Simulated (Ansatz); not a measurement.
Computed with Ansatz on PBE0-D4/def2-TZVP structures; ΔE is electronic, products minus reactants. CBS: MP2 limit from def2 TZ/QZ plus the TZ coupled-cluster correction, frozen cores. DFT in def2-TZVPP. HSE06 is defined as in plane-wave codes. Elements past krypton have def2 core potentials. For I outer-core shells are correlated without core-valence functions, which leaves a few kJ/mol of doubt a bond. One conformer a species, not always the lowest.

`BB(C)CCl` + HI → `ClCI` + `BBC`  (substitution at a C–B bond)

```tsv
level	ΔE (kcal/mol)	difference from CCSD(T)/CBS
LDA (SPW92)	18.1	3.0
r2SCAN-D4	16.4	1.3
B97M-V	16.8	1.7
r2SCAN0-D4	17.2	2.1
PBE	14.5	-0.6
r2SCAN	16.1	1.0
r2SCANh	16.4	1.3
HSE06	15.7	0.6
BHLYP	16.0	0.9
RPA@PBE/def2-TZVPP	15.8	0.7
HF/def2-SVP	20.3	5.2
CCSD/def2-SVP	20.7	5.6
CCSD(T)/def2-SVP	20.6	5.5
MP2/def2-QZVPP	14.7	-0.4
HF/CBS(def2)	15.8	0.7
MP2/CBS(def2)	14.1	-1.0
CCSD(T)/CBS	15.1	0
```

Largest T1 diagnostic among the species: 0.011.

From r2SCAN to r2SCAN0 (25 % exact exchange), in def2-TZVPP and without D4, ΔE moves by +0.8 kcal/mol. The D4 term adds +0.9 kcal/mol with B3LYP and +0.6 kcal/mol with PBE0; it sums over pairs of atoms, weighted by their polarisabilities, and B3LYP, whose exchange is more repulsive, gets the larger term.

B3LYP here is the variant with VWN-RPA as its local correlation; programs differ in this.
